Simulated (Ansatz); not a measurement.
CH6NOSi, SMILES `C[N][SiH2]O` radical, 10 atoms. The species carries charge 0 and has multiplicity 2. All runs use 4 threads of an Arm Neoverse V2 on a shared host. Correlated methods freeze the cores. Open-shell runs search over several starts.

Give the basis size and wall time and peak host memory of each of these runs in Ansatz. UKS ωB97M-V/def2-SVP energy; UKS B2PLYP (frozen core)/def2-TZVPP energy; UKS BLYP-D4/def2-TZVPP energy; UKS PBE0-D4/def2-SVP energy; UKS r2SCANh-D4/def2-TZVPP energy; UHF-MP2/def2-QZVPP energy; UHF-CCSD(T)/def2-TZVPP energy; UKS PBE0-D4/def2-TZVP frequencies; UHF-CCSD(T)/def2-SVP energy; UKS PBE0-D4/def2-TZVP relaxation (25 steps); UKS ωB97X-V/def2-TZVPP energy; direct RPA on PBE orbitals/def2-TZVPP energy. (Best estimate.)

Computed: Other jobs shared the machine, so times are rough.

```json
{"level": "UKS PBE0-D4/def2-SVP", "job": "energy", "functions": "90", "wall time": "1.5 s", "peak host memory (GiB)": "0.43"}
{"level": "UKS BLYP-D4/def2-TZVPP", "job": "energy", "functions": "219", "wall time": "3.1 s", "peak host memory (GiB)": "0.29"}
{"level": "UKS ωB97M-V/def2-SVP", "job": "energy", "functions": "90", "wall time": "6.5 s", "peak host memory (GiB)": "0.43"}
{"level": "UKS B2PLYP (frozen core)/def2-TZVPP", "job": "energy", "functions": "219", "wall time": "6.5 s", "peak host memory (GiB)": "0.6"}
{"level": "direct RPA on PBE orbitals/def2-TZVPP", "job": "energy", "functions": "219", "wall time": "7 s", "peak host memory (GiB)": "0.62"}
{"level": "UHF-CCSD(T)/def2-SVP", "job": "energy", "functions": "90", "wall time": "8.5 s", "peak host memory (GiB)": "0.63"}
{"level": "UKS r2SCANh-D4/def2-TZVPP", "job": "energy", "functions": "219", "wall time": "8.5 s", "peak host memory (GiB)": "0.66"}
{"level": "UKS ωB97X-V/def2-TZVPP", "job": "energy", "functions": "219", "wall time": "19 s", "peak host memory (GiB)": "1"}
{"level": "UHF-MP2/def2-QZVPP", "job": "energy", "functions": "421", "wall time": "29 s", "peak host memory (GiB)": "2.2"}
{"level": "UKS PBE0-D4/def2-TZVP", "job": "relaxation (25 steps)", "functions": "166", "wall time": "68 s", "peak host memory (GiB)": "0.43"}
{"level": "UKS PBE0-D4/def2-TZVP", "job": "frequencies", "functions": "166", "wall time": "96 s", "peak host memory (GiB)": "0.43"}
{"level": "UHF-CCSD(T)/def2-TZVPP", "job": "energy", "functions": "219", "wall time": "4.3 min", "peak host memory (GiB)": "9"}
```
